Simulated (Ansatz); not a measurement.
Input file for CH₄O₂SSi (`O[C@@H]1S[Si@@H]1O`):

```yaml
crystal:
  periodic: [false, false, false]
  atoms:
    - {symbol: O, position_ang: [0.669233, 1.504152, -0.233967]}
    - {symbol: C, position_ang: [0.774265, 0.149696, -0.499510]}
    - {symbol: S, position_ang: [-0.590395, -0.597709, -1.615688]}
    - {symbol: Si, position_ang: [-0.376565, -0.952526, 0.421345]}
    - {symbol: O, position_ang: [-1.377314, -0.301087, 1.529200]}
    - {symbol: H, position_ang: [0.901852, 2.003746, -1.023454]}
    - {symbol: H, position_ang: [1.747982, -0.166574, -0.869210]}
    - {symbol: H, position_ang: [-0.013779, -2.293276, 0.906565]}
    - {symbol: H, position_ang: [-1.646778, 0.607179, 1.367619]}
basis:
  gaussian: {orbitals: def2-TZVPP}
correlation: {method: ccsd_t}
```

```sh
$ ansatz run in.yaml --threads 4 --pin off --events-out ev --progress --plain --max-ram 10444MiB
```

Output of Ansatz, abridged:

```
Functional definition: HF
1401 factors; integrals over basis functions are off by at most 1.0e-3 eV
mean field evaluation 1: about -23847.3196 eV, gradient 4.4e1 eV
mean field evaluation 2: about -23847.7148 eV, gradient 4.4e1 eV
mean field evaluation 4: about -23851.5613 eV, gradient 4.0e0 eV
mean field evaluation 8: about -23851.6337 eV, gradient 3.1e-1 eV
mean field evaluation 16: about -23851.6346 eV, gradient 1.8e-6 eV
mean field -23851.63459059 eV, -876.5314039855 hartree, gradient 1.8e-6 eV, S^2 0.000000; 0 other end points of the search recorded, 0 dependent functions left out
13 core orbitals not correlated: weight in the atoms' cores, before any rotation towards them, 1.000 or more for the frozen orbitals, at most 0.000 for the correlated occupied ones
reference -23851.63459059 eV, -876.5314039855 hartree; 15, 15 occupied and 205, 205 virtual orbitals, 1401 factors
second order -25.41249437 eV of doubles, -0.00000000 eV of singles
cycle   1  -25.47680182 eV  change   -6.4e-2 eV  update   1.1e-1
cycle   2  -26.09144859 eV  change   -6.1e-1 eV  update   3.3e-2
cycle   3  -26.23198433 eV  change   -1.4e-1 eV  update   1.7e-2
cycle   4  -26.21615393 eV  change    1.6e-2 eV  update   4.2e-3
cycle   5  -26.21442716 eV  change    1.7e-3 eV  update   2.1e-3
cycle   6  -26.21533115 eV  change   -9.0e-4 eV  update   7.1e-4
cycle   7  -26.21484720 eV  change    4.8e-4 eV  update   3.0e-4
cycle   8  -26.21473393 eV  change    1.1e-4 eV  update   9.4e-5
cycle   9  -26.21477763 eV  change   -4.4e-5 eV  update   3.8e-5
cycle  10  -26.21477034 eV  change    7.3e-6 eV  update   1.3e-5
perturbative correction -1.14096823 eV, -0.0419298090 hartree
Total energy: -23878.99032916 eV, -877.5367088356 hartree
```

Hardware: 4 threads of an Arm Neoverse V1 on a shared host. Wall time 99 s, peak host memory 4.1 GiB.

The correlation energy is -27.356 eV, 4.2 % of it from (T); the T1 diagnostic reads 0.0131.
